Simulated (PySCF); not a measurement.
Species: C6H8FN.
Cartesian coordinates in Å at the GFN2-xTB level; atoms count from 1:
```xyz
16
C6H8FN angstrom
C     -2.1294    0.6613   -0.5968
C     -0.7072    0.9089   -0.2252
C      0.1707    0.0238    0.2282
C     -0.0573   -1.4401    0.4574
C      1.5971    0.4462    0.5414
F      1.7636    1.8132    0.5056
C      2.4954   -0.1788   -0.4182
N      3.1725   -0.6916   -1.1814
H     -2.3786   -0.3949   -0.6149
H     -2.7888    1.1667    0.1091
H     -2.3218    1.0809   -1.5830
H     -0.3916    1.9380   -0.3395
H     -1.1122   -1.6882    0.4153
H      0.3261   -1.7366    1.4333
H      0.4675   -2.0260   -0.2980
H      1.8865    0.1261    1.5553
```

Method used: PySCF, TDDFT PBE0/def2-SVPD, vertical, gas phase, core orbitals frozen in the response.

Kohn–Sham orbitals with the atoms that hold most of them (Löwdin shares over 4%, at most four atoms; ? is withheld):

```csv
orbital,ε (eV),atoms
LUMO+2,0.49,"C4 17%, C1 14%, C2 9%, C3 8%"
LUMO+1,-0.08,"C2 15%, N8 14%, C5 14%, C7 13%"
LUMO,?,?
HOMO,-7.62,?
HOMO-1,-9.61,"N8 30%, C7 20%, C5 12%, C3 10%"
HOMO-2,-10.21,"N8 37%, C7 29%, C2 6%, F6 4%"
HOMO-3,-10.30,"N8 23%, C7 17%, C2 11%, C1 10%"
```

(1) Which atoms hold the LUMO, and with what shares?

(2) Give the leading atoms of the HOMO.

(3) What is the LUMO energy, and the HOMO–LUMO gap?

Answers

(1) N8 (bonded to C) 22%; C7 (bonded to C and N) 20%; C5 (bonded to 2 C, F and H) 12%; C3 (bonded to 3 C) 12%. By element: carbon 44% or more, nitrogen 22%.

(2) C3 (bonded to 3 C) 34%; C2 (bonded to 2 C and H) 32%; C1 (bonded to C and 3 H) 7%; C4 (bonded to C and 3 H) 6%.

(3) ε(LUMO) = -0.50 eV; the gap is 7.12 eV (0.2618 hartree).

Question: How does S1 compare with the orbital gap of 7.12 eV?

Answer: S1 is at 6.02 eV (f = 0.019), 1.10 eV below the gap, made of HOMO→LUMO (80%), HOMO→LUMO+1 (19%). Without the coupling terms of the response equations the lowest excitation would equal the gap.

Question: One configuration dominates each of S1 and S4. Which, and how do the shares of the two leading atoms of either orbital change from the occupied to the empty one?

Answer: 
- S1 (6.02 eV, f 0.019), HOMO→LUMO (80%): C3 34% → 12%, C2 32% → at most 12%, N8 at most 7% → 22%, C7 at most 7% → 20%
- S4 (7.18 eV, f 0.022), HOMO-1→LUMO (71%): N8 30% → 22%, C7 20% → 20%

One conformer stands for the species.
